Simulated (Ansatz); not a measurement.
Cost and result for the atomization energy of C$_{2}$H$_{10}$N$_{2}$Si (`CN[SiH2]CN`) (15 atoms, 14 bonds).

```xyz
15

C    -0.693   -1.736    0.882
N    -0.169   -0.445    1.277
Si    1.088    0.384    0.446
C     0.410    1.420   -0.971
N    -0.588    0.621   -1.680
H    -0.224   -2.572    1.416
H    -1.775   -1.796    1.045
H    -0.520   -1.890   -0.185
H    -0.317   -0.226    2.249
H     2.065   -0.590   -0.122
H     1.768    1.266    1.437
H     1.242    1.638   -1.651
H     0.041    2.390   -0.603
H    -0.963    1.118   -2.478
H    -1.365    0.419   -1.062
```

The species carries charge 0 and has multiplicity 1. The geometry is a stationary point of PBE0-D4/def2-TZVP. It is one conformer, not always the lowest. Program: Ansatz. All runs use 4 threads of an Arm Neoverse V1 on a shared host. Times are those of one run each, without the atoms' runs, and a repeat can differ threefold. Electronic energies, without spin–orbit coupling; frozen cores. CCSD(T)/CBS adds CCSD(T) − MP2 in def2-TZVPP to the MP2 limit, and its time is that of the two runs behind it. T1 = 0.010. B3LYP takes the VWN-RPA correlation (the form of Gaussian; ORCA's B3LYP/G).

CCSD(T)/CBS is a level of theory with its own doubt, some kJ/mol a heavy atom from the limit and from the frozen cores, so smaller differences don't rank the functionals.

| level | functions | atomization (kJ/mol) | difference from CCSD(T)/CBS | per bond |
| --- | --- | --- | --- | --- |
| ωB97M-V/def2-TZVPP (with forces) | 306 | 5335.8 | 22.7 | 1.6 |
| MP2/def2-QZVPP | 598 | 5282.8 | -30.3 | -2.2 |
| B3LYP-D4/def2-TZVPP (with forces) | 306 | 5335.1 | 22.0 | 1.6 |
| PBE-D4/def2-TZVPP (with forces) | 306 | 5389.4 | 76.3 | 5.5 |
| CCSD(T)/CBS(def2) | – | 5313.1 | 0.0 | 0.0 |
| PBE0-D4/def2-TZVPP | 306 | 5310.8 | -2.3 | -0.2 |
| r2SCAN-D4/def2-TZVPP (with forces) | 306 | 5290.8 | -22.3 | -1.6 |
| ωB97X-V/def2-TZVPP | 306 | 5340.2 | 27.1 | 1.9 |
| B2PLYP/def2-TZVPP | 306 | 5257.7 | -55.4 | -4.0 |
| CCSD(T)/def2-TZVPP | 306 | 5164.9 | -148.2 | -10.6 |

Task: Order the runs by time, with rough figures. (Best estimate.)

Result: The calculation gave: PBE-D4/def2-TZVPP (with forces) 4 s; PBE0-D4/def2-TZVPP 4.8 s; r2SCAN-D4/def2-TZVPP (with forces) 8 s; B3LYP-D4/def2-TZVPP (with forces) 8 s; B2PLYP/def2-TZVPP 9.5 s; ωB97X-V/def2-TZVPP 12 s; ωB97M-V/def2-TZVPP (with forces) 19 s; MP2/def2-QZVPP 44 s; CCSD(T)/def2-TZVPP 20 min; CCSD(T)/CBS(def2) 21 min.

In def2-TZVPP, CCSD(T) changes the Hartree–Fock value by +1363.9 kJ/mol (the triples alone add +66.4 kJ/mol) and MP2 by +1393.5 kJ/mol; breaking electron pairs costs correlation energy, which Hartree–Fock lacks. The D4 term adds +47.1 kJ/mol with B3LYP and +25.0 kJ/mol with PBE0; it sums over pairs of atoms, weighted by their polarisabilities, and B3LYP, whose exchange is more repulsive, gets the larger term. From PBE to PBE0 (25 % exact exchange), in def2-TZVPP and without D4, the atomization energy moves by −74.1 kJ/mol: exact exchange takes away binding that semilocal exchange gives to molecules.
